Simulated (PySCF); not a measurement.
# Does the structure fit the spectrum?

A compound C$_{7}$H$_{9}$NOSi gives the data below (simulated from a calculation) and was assigned the structure `O=CN[SiH2]c1ccccc1`.

13C{1H} NMR (computed): δ 192.8 (CH), 157.4 (C), 139.2 (CH, 2C), 132.2 (C), 118.2 (CH, 2C).

1H NMR (300 MHz, computed): δ 9.96 (s, 1H), 8.08 (d, 2H), 6.85 (d, 2H), 4.85 (s, 3H), 3.57 (br s, 1H).

How the numbers were obtained: coordinates at the GFN2-xTB level, σ from GIAO-PBE0/pcSseg-1, in PySCF 2.14 (no relativistic terms, in vacuum, equivalent nuclei averaged, one conformer).

Shifts are taken against calculated references (same method and geometry level): TMS for 1H (σ = 31.72 ppm), 13C (σ = 186.93 ppm).

**Question.** Compare with the shifts computed for the proposed structure, pairing carbons in order of shift.

**Answer.** Structure with atom numbers: `[O:1]=[CH:2][NH:3][SiH2:4][c:5]1[cH:6][cH:7][cH:8][cH:9][cH:10]1` (H(Xn): hydrogen on atom n).

```json
{"atom": "C2", "computed for proposal": "168.3", "given list": "192.8", "difference": "-24.5"}
{"atom": "C6", "computed for proposal": "140.5", "given list": "157.4", "difference": "-16.9"}
{"atom": "C10", "computed for proposal": "140.5", "given list": "139.2", "difference": "+1.3"}
{"atom": "C5", "computed for proposal": "138.4", "given list": "139.2", "difference": "-0.8"}
{"atom": "C8", "computed for proposal": "136.2", "given list": "132.2", "difference": "+4.0"}
{"atom": "C7", "computed for proposal": "133.6", "given list": "118.2", "difference": "+15.4"}
{"atom": "C9", "computed for proposal": "133.6", "given list": "118.2", "difference": "+15.4"}
```

The rms difference is 14.0 ppm and the largest -24.5 ppm at C2 (amide carbonyl carbon). The carbon types in order of shift don't match either: CH, CH, CH, C, CH, CH, CH for the proposal against CH, C, CH, CH, C, CH, CH in the data. The proposal doesn't fit.

**Question.** Which isomer fits?

**Answer.** `c1c(N[SiH3])ccc(C=O)c1`.

Carbon types of the structure: 2 × C, 5 × CH, leaving 4 H on heteroatoms. δC 192.8: aldehyde carbonyl carbon; the double bond to the heteroatom, with no lone-pair donor beside it, deshields it most. δC 157.4: aromatic carbon bearing nitrogen; the electronegative substituent deshields the carbon that carries it. δC 139.2, 118.2: aromatic CH. δH 9.96: hydrogen on an aldehyde carbonyl carbon; the formyl region, downfield of aromatic protons.

Other isomers checked: O=CN[C@]12C=C[C@@]1([SiH3])C=C2 (rms 32.9 ppm); C/C(C=O)=C/C=C/[SiH2]C#N (rms 35.5 ppm).

The data come from this structure; uniqueness wasn't tested.

OH and NH positions are those of a molecule without intermolecular hydrogen bonds; in solution they move with solvent, concentration and temperature, and exchange usually removes their couplings. Shifts are as computed. Against solution values, carbons near 30 ppm lie about +3 ppm off and those near 130 ppm about +5 ppm. Of 1211 compounds with measured shifts, 218 miss one by over three times the rms of a fit or turn the order of signals round; such compounds aren't used in these exercises. Multiplicities follow the n + 1 count of equivalent neighbours, as no J values were calculated; m marks all less simple cases, F and P coupling included.
